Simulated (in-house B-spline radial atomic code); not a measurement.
**TDHF excitations of the silver ion Ag⁺**

Method: TDHF. Computed with an all-electron radial atomic-structure program (B-spline basis): linear response of the closed shell [Kr] 4d10 with bare exchange (time-dependent Hartree-Fock); non-relativistic, point nucleus, no spin-orbit coupling, no double excitations, S, P, D and F terms only; shells from n = 2 respond. Only terms of natural parity with L up to 3 were computed.

Without relativity these are model numbers for so heavy an element.

Command:
```bash
python run_td.py task.json out
```
Settings (radii: box in bohr, nucleus in fm):
```
Z                        47
electrons                46
configuration            [Kr] 4d10
hamiltonian              nr
method                   hf
box_radius               41.61
intervals                59
```

Time taken, with all properties: 4.7 s on 1 thread of Arm Neoverse N1, on a shared host.

The lowest states, in the order of their Tamm-Dancoff energies; the method's threshold (minus the highest occupied level) is 22.458 eV. Labels give the largest channel, * marks a mixed state, and oscillator strengths are full-response dipole values. Energies in eV:

```
     state  full response  Tamm-Dancoff  oscillator strength
4d → 5s 3D          6.795         6.840                    -
4d → 5s 1D          7.500         7.521                    -
4d → 5p 3P         11.165        11.214                    -
4d → 5p 3F              ?             ?                    -
4d → 5p 1F         11.890        11.897                    -
4d → 5p 1P         12.285        12.360                0.582
4d → 6s 3D         16.159        16.166                    -
4d → 6s 1D         16.268        16.271                    -
4d → 5d 3S         16.317        16.354                    -
4d → 5d 3D              ?             ?                    -
```

Question: Where does 4d → 5p 3F lie?

Answer: At 11.553 eV in full response, 11.590 eV in Tamm-Dancoff.

Question: Where does 4d → 5d 3D lie?

Answer: At 16.746 eV in full response, 16.758 eV in Tamm-Dancoff.

Question: How large is the singlet-triplet splitting of 4d → 5s (D terms) in Tamm-Dancoff?

Answer: 0.68 eV, from the unrounded values.

Question: What polarisabilities and dispersion coefficient does the method give?

Answer: Dipole 8.281 bohr³, quadrupole 42.98 bohr⁵, C6 47.95 hartree·bohr⁶ for two such species.
